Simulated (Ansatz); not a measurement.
The first iterations of a band of BrH + ClH6HfN3 (13 atoms, charge 0, multiplicity 1).

The calculation used RKS PBE/def2-SVP in Ansatz.

* movable images: 5
* climbing image: yes
* spring: 5.0 eV/Å²
* optimiser: quadratic models (default)
* start path: through a guess of the saddle point
* force threshold: 0.05 eV/Å
* iteration limit: 60
* end points: relaxed

Image 0:

```xyz
13
Properties=species:S:1:pos:R:3
Hf 0.092 0.062 -0.035
Cl 0.126 0.108 2.415
N 1.983 -0.026 -0.777
H 2.686 -0.709 -0.468
H 2.422 0.600 -1.460
N -0.747 1.736 -0.827
H -1.533 1.795 -1.483
H -0.528 2.688 -0.504
N -0.914 -1.534 -0.781
H -1.868 -1.750 -0.460
H -0.611 -2.266 -1.433
Br -3.450 -0.479 1.909
H -2.086 -0.225 2.377
```

Image 6:

```xyz
13
Properties=species:S:1:pos:R:3
Hf -0.609 -0.292 -0.220
Cl 0.383 1.642 2.770
N 1.397 -0.407 0.063
H 2.104 -0.982 -0.405
H 1.843 0.133 0.818
N -1.056 1.534 -0.991
H -2.020 1.866 -1.130
H -0.418 2.315 -1.178
N -1.053 -1.617 -1.691
H -1.007 -2.637 -1.569
H -1.371 -1.420 -2.645
Br -2.023 -0.884 1.899
H -0.597 0.747 2.752
```

| iteration | highest image above the first end (eV) | largest band force component (eV/Å) |
| --- | --- | --- |
| 1 | 2.488 | 4.236 |
| 2 | 0.980 | 1.753 |
| 3 | 0.680 | 1.206 |
| 4 | 0.539 | 0.900 |
| 5 | 0.455 | 0.541 |
| 6 | 0.313 | 0.273 |

Q: Does the band converge within its limit, and where does its top end?

A: The run converged. It ended after 18 iterations with the highest image 0.187 eV above the first end. The profile has 2 maxima (images 1, 3) with wells between them (image 2): this band takes more than one step, which may be the mechanism or a detour left from its start path. A vibrational analysis at the climbing image gives one clearly imaginary mode, 61i cm⁻¹: a first-order saddle point. The orbitals stay closed-shell, which can raise the energy where a bond breaks towards radicals; this wasn't checked here.

The run took 3.8 min on 4 threads of Arm Neoverse V2, with other jobs on the host, peak memory 0.26 GiB.
